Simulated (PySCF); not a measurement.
dibromo(fluoro)methane (CHBr2F), SMILES FC(Br)Br. Geometry optimised at PBE-D3(BJ)/def2-SVP.

Problem. Give the equilibrium geometry at PBE-D3(BJ)/def2-SVP (PySCF confirms it by a frequency run) as a Z-matrix, and its point group. (Estimate from the structure and the level; the computed values follow.)

Solution. point group Cs.
```
C
F 1 1.3419
H 1 1.1060 2 110.88
Br 1 1.9566 3 107.02 2 -119.96
Br 1 1.9566 3 107.02 2 119.96
```
